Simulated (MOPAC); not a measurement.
Input file for MOPAC: AM1 on C5H12 (a complex).

```
AM1 1SCF PRECISE CHARGE=0 THREADS=1
C5H12

C      0.47675239 1    -0.54246415 1     0.48546450 1
C     -0.53375043 1     0.59854196 1     0.54134435 1
H      0.24210335 1    -1.24153954 1    -0.31987256 1
H      0.48220180 1    -1.10433309 1     1.42064366 1
H      1.48864873 1    -0.16966956 1     0.31235337 1
H     -0.55737082 1     1.15637557 1    -0.39714148 1
H     -0.29154465 1     1.30228638 1     1.33928342 1
H     -1.54106553 1     0.22406547 1     0.73196965 1
C     -1.27207140 1    -0.36602234 1     4.13658395 1
C      0.04726630 1    -0.46231528 1     4.23556666 1
C      1.00814057 1     0.67211501 1     4.07705458 1
H     -1.75662435 1     0.58095131 1     3.92674969 1
H     -1.91530267 1    -1.22793771 1     4.25852800 1
H      0.48740235 1    -1.43427274 1     4.44367013 1
H      1.69562570 1     0.48836449 1     3.24633687 1
H      0.48814978 1     1.61219856 1     3.88889808 1
H      1.62318185 1     0.79357313 1     4.97319357 1
```

Program output:

```
*******************************************************************************
 **                                                                           **
 **                              MOPAC v23.2.5                                **
 **                                                                           **
 *******************************************************************************
 ** MOPAC's Digital Object Identifier: https://doi.org/10.5281/zenodo.6511958 **
 **                                                                           **
 ** Please cite the open-source release paper for use of this MOPAC version:  **
 ** J. E. Moussa and J. J. P. Stewart (2026)                                  **
 ** MOPAC: An open-source semiempirical molecular orbital program             **
 ** J. Open Source Softw., 11(119), 8025, https://doi.org/10.21105/joss.08025 **
 *******************************************************************************

                              AM1 CALCULATION RESULTS

 *******************************************************************************
 *  AM1        - The AM1 Hamiltonian to be used
 *
 *
 *
 *                 CHARGE ON SYSTEM = 0
 *
 *
 *
 *  PRECISE    - TIGHTER CRITERIA TO BE USED
 *  1SCF       - DO 1 SCF AND THEN STOP
 *  THREADS=1  - MULTI-THREADING NOT USED
 *  T=         - A TIME OF 172800.0 SECONDS REQUESTED
 *  DUMP=N     - RESTART FILE WRITTEN EVERY 7200.0 SECONDS REQUESTED
 *******************************************************************************
AM1 1SCF PRECISE CHARGE=0 THREADS=1
 C5H12

   ATOM   CHEMICAL          X               Y               Z
  NUMBER   SYMBOL      (ANGSTROMS)     (ANGSTROMS)     (ANGSTROMS)

     1       C          0.47675239  *  -0.54246415  *   0.48546450  *
     2       C         -0.53375043  *   0.59854196  *   0.54134435  *
     3       H          0.24210335  *  -1.24153954  *  -0.31987256  *
     4       H          0.48220180  *  -1.10433309  *   1.42064366  *
     5       H          1.48864873  *  -0.16966956  *   0.31235337  *
     6       H         -0.55737082  *   1.15637557  *  -0.39714148  *
     7       H         -0.29154465  *   1.30228638  *   1.33928342  *
     8       H         -1.54106553  *   0.22406547  *   0.73196965  *
     9       C         -1.27207140  *  -0.36602234  *   4.13658395  *
    10       C          0.04726630  *  -0.46231528  *   4.23556666  *
    11       C          1.00814057  *   0.67211501  *   4.07705458  *
    12       H         -1.75662435  *   0.58095131  *   3.92674969  *
    13       H         -1.91530267  *  -1.22793771  *   4.25852800  *
    14       H          0.48740235  *  -1.43427274  *   4.44367013  *
    15       H          1.69562570  *   0.48836449  *   3.24633687  *
    16       H          0.48814978  *   1.61219856  *   3.88889808  *
    17       H          1.62318185  *   0.79357313  *   4.97319357  *



          CARTESIAN COORDINATES

    NO.       ATOM           X           Y           Z

     1         C          0.4768     -0.5425      0.4855
     2         C         -0.5338      0.5985      0.5413
     3         H          0.2421     -1.2415     -0.3199
     4         H          0.4822     -1.1043      1.4206
     5         H          1.4886     -0.1697      0.3124
     6         H         -0.5574      1.1564     -0.3971
     7         H         -0.2915      1.3023      1.3393
     8         H         -1.5411      0.2241      0.7320
     9         C         -1.2721     -0.3660      4.1366
    10         C          0.0473     -0.4623      4.2356
    11         C          1.0081      0.6721      4.0771
    12         H         -1.7566      0.5810      3.9267
    13         H         -1.9153     -1.2279      4.2585
    14         H          0.4874     -1.4343      4.4437
    15         H          1.6956      0.4884      3.2463
    16         H          0.4881      1.6122      3.8889
    17         H          1.6232      0.7936      4.9732

  H: (AM1): M.J.S. DEWAR ET AL, J. AM. CHEM. SOC. 107 3902-3909 (1985)
  C: (AM1): M.J.S. DEWAR ET AL, J. AM. CHEM. SOC. 107 3902-3909 (1985)

           Empirical Formula: C5 H12  =    17 atoms



      MOLECULAR POINT GROUP   :   C1


      RHF CALCULATION, NO. OF DOUBLY OCCUPIED LEVELS = 16


 -------------------------------------------------------------------------------
 AM1 1SCF PRECISE CHARGE=0 THREADS=1
 C5H12



     1SCF WAS SPECIFIED, SO BFGS WAS NOT USED
     SCF FIELD WAS ACHIEVED


                              AM1 CALCULATION
                                                       MOPAC v23.2.5 Linux




          FINAL HEAT OF FORMATION =         -6.88772 KCAL/MOL =     -28.81823 KJ/MOL


          COSMO AREA              =        146.44 SQUARE ANGSTROMS
          COSMO VOLUME            =        138.43 CUBIC ANGSTROMS

          IONIZATION POTENTIAL    =         10.062900 EV
          HOMO LUMO ENERGIES (EV) =        -10.063  1.377
          NO. OF FILLED LEVELS    =         16
          MOLECULAR WEIGHT        =         72.1498         POINT GROUP:  C1

          MOLECULAR DIMENSIONS (Angstroms)

            Atom       Atom       Distance
            H    17    H     3     5.83658
            H    13    H     5     4.74328
            H     6    H    14     3.66622


          SCF CALCULATIONS        =          1





   ATOM   CHEMICAL          X               Y               Z
  NUMBER   SYMBOL      (ANGSTROMS)     (ANGSTROMS)     (ANGSTROMS)

     1       C          0.47675239  *  -0.54246415  *   0.48546450  *
     2       C         -0.53375043  *   0.59854196  *   0.54134435  *
     3       H          0.24210335  *  -1.24153954  *  -0.31987256  *
     4       H          0.48220180  *  -1.10433309  *   1.42064366  *
     5       H          1.48864873  *  -0.16966956  *   0.31235337  *
     6       H         -0.55737082  *   1.15637557  *  -0.39714148  *
     7       H         -0.29154465  *   1.30228638  *   1.33928342  *
     8       H         -1.54106553  *   0.22406547  *   0.73196965  *
     9       C         -1.27207140  *  -0.36602234  *   4.13658395  *
    10       C          0.04726630  *  -0.46231528  *   4.23556666  *
    11       C          1.00814057  *   0.67211501  *   4.07705458  *
    12       H         -1.75662435  *   0.58095131  *   3.92674969  *
    13       H         -1.91530267  *  -1.22793771  *   4.25852800  *
    14       H          0.48740235  *  -1.43427274  *   4.44367013  *
    15       H          1.69562570  *   0.48836449  *   3.24633687  *
    16       H          0.48814978  *   1.61219856  *   3.88889808  *
    17       H          1.62318185  *   0.79357313  *   4.97319357  *

                             CARTESIAN COORDINATES

   1    C        0.476752390    -0.542464150     0.485464500
   2    C       -0.533750430     0.598541960     0.541344350
   3    H        0.242103350    -1.241539540    -0.319872560
   4    H        0.482201800    -1.104333090     1.420643660
   5    H        1.488648730    -0.169669560     0.312353370
   6    H       -0.557370820     1.156375570    -0.397141480
   7    H       -0.291544650     1.302286380     1.339283420
   8    H       -1.541065530     0.224065470     0.731969650
   9    C       -1.272071400    -0.366022340     4.136583950
  10    C        0.047266300    -0.462315280     4.235566660
  11    C        1.008140570     0.672115010     4.077054580
  12    H       -1.756624350     0.580951310     3.926749690
  13    H       -1.915302670    -1.227937710     4.258528000
  14    H        0.487402350    -1.434272740     4.443670130
  15    H        1.695625700     0.488364490     3.246336870
  16    H        0.488149780     1.612198560     3.888898080
  17    H        1.623181850     0.793573130     4.973193570


           Empirical Formula: C5 H12  =    17 atoms



      MOLECULAR POINT GROUP   :   C1


                  EIGENVALUES
 -35.20580 -33.20968 -28.14959 -24.05896 -20.64548 -16.04400 -14.93533 -14.85257
 -14.38613 -13.96657 -13.10980 -12.71947 -11.93078 -11.87118 -11.82874 -10.06290
   1.37652   4.02706   4.29139   4.31566   4.34798   4.60957   4.64900   4.66188
   5.07216   5.11585   5.14018   5.17259   5.19647   5.51196   5.72215   5.91447


              NET ATOMIC CHARGES AND DIPOLE CONTRIBUTIONS

  ATOM NO.   TYPE          CHARGE      No. of ELECS.   s-Pop       p-Pop
    1          C          -0.208562        4.2086     1.21457     2.99399
    2          C          -0.206952        4.2070     1.21430     2.99265
    3          H           0.068312        0.9317     0.93169
    4          H           0.072968        0.9270     0.92703
    5          H           0.067319        0.9327     0.93268
    6          H           0.067643        0.9324     0.93236
    7          H           0.068932        0.9311     0.93107
    8          H           0.069912        0.9301     0.93009
    9          C          -0.223324        4.2233     1.23983     2.98350
   10          C          -0.162123        4.1621     1.22686     2.93526
   11          C          -0.183417        4.1834     1.20601     2.97740
   12          H           0.108620        0.8914     0.89138
   13          H           0.111660        0.8883     0.88834
   14          H           0.113084        0.8869     0.88692
   15          H           0.080920        0.9191     0.91908
   16          H           0.075594        0.9244     0.92441
   17          H           0.079413        0.9206     0.92059
 DIPOLE           X         Y         Z       TOTAL
 POINT-CHG.     0.204     0.085     0.019     0.222
 HYBRID         0.004    -0.023     0.001     0.023
 SUM            0.207     0.063     0.020     0.218


          ATOMIC ORBITAL ELECTRON POPULATIONS

     Atom    s        px        py        pz
    1  C   1.21457   0.98951   0.98452   1.01996
    2  C   1.21430   0.99257   0.98402   1.01606
    3  H   0.93169
    4  H   0.92703
    5  H   0.93268
    6  H   0.93236
    7  H   0.93107
    8  H   0.93009
    9  C   1.23983   0.95127   1.01720   1.01503
   10  C   1.22686   0.94777   0.98880   0.99869
   11  C   1.20601   0.98570   0.97115   1.02055
   12  H   0.89138
   13  H   0.88834
   14  H   0.88692
   15  H   0.91908
   16  H   0.92441
   17  H   0.92059

 **********************
 *                    *
 * JOB ENDED NORMALLY *
 *                    *
 **********************




 == MOPAC DONE ==
```

The run finished.

Cost: around 0.03 core-seconds (rough).
